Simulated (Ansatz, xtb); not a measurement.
## Relative energy of two isomers of C5H4F2OS

Structure I: `FCSc1ccoc1F`, a singlet. Structure II: `FCOc1cc(F)cs1`, a singlet. Both are isolated molecules in the gas phase, relaxed with B3LYP-D3(BJ)/def2-SVP; each stands in its lowest conformer found.

Problem. Estimate E(II) − E(I) at the level CCSD(T)/def2-SVP + ΔMP2/def2-TZVPP.

Solution. Calculated at CCSD(T)/def2-SVP + ΔMP2/def2-TZVPP: E(II) − E(I) = −0.310 eV, so structure II lies lower.

Level by level:

```csv
level,geometry,E(II) − E(I) (eV),departure from the last row (eV),"job, with rough time for the two"
GFN2-xTB,GFN2-xTB,−0.244,+0.066,"optimisation, 0.25 s"
HF/STO-3G,GFN2-xTB,+0.003,+0.313,"single point, 0.52 s"
r2SCAN-D4/def2-SVP,GFN2-xTB,−0.307,+0.003,"single point, 5 s"
B3LYP-D3(BJ)/def2-SVP,B3LYP-D3(BJ)/def2-SVP,−0.261,+0.049,"optimisation, 60 s"
HF/def2-SVP,B3LYP-D3(BJ)/def2-SVP,−0.251,+0.058,part of the CCSD(T) run
MP2/def2-SVP,B3LYP-D3(BJ)/def2-SVP,−0.255,+0.055,part of the CCSD(T) run
CCSD(T)/def2-SVP,B3LYP-D3(BJ)/def2-SVP,−0.230,+0.080,single point
CCSD(T)/def2-SVP + ΔMP2/def2-TZVPP,B3LYP-D3(BJ)/def2-SVP,−0.310,,"single point, 2.2 min"
```

As drawn, II has 2 C–O, 2 C∷S in place of 2 C–S, 2 C∷O (∷ is an aromatic bond).

HF/STO-3G finds them nearly level. The largest departure from CCSD(T)/def2-SVP + ΔMP2/def2-TZVPP is that of HF/STO-3G, 0.313 eV. The last row adds to CCSD(T) the change of the MP2 difference between the two basis sets, here −0.080 eV.

With thermal terms from frequencies at re-optimised GFN2-xTB minima (ideal gas, soft modes damped towards free rotors, one conformer each, 298.15 K, 1 atm): the zero-point term adds 0.000 eV; ΔH is −0.317 and ΔG −0.302 eV.

The correlated steps freeze 13 core orbitals. Codes used: Ansatz 0.2.0, xtb 6.7.1; the last row on 4 threads of Arm Neoverse V1 on a shared host.
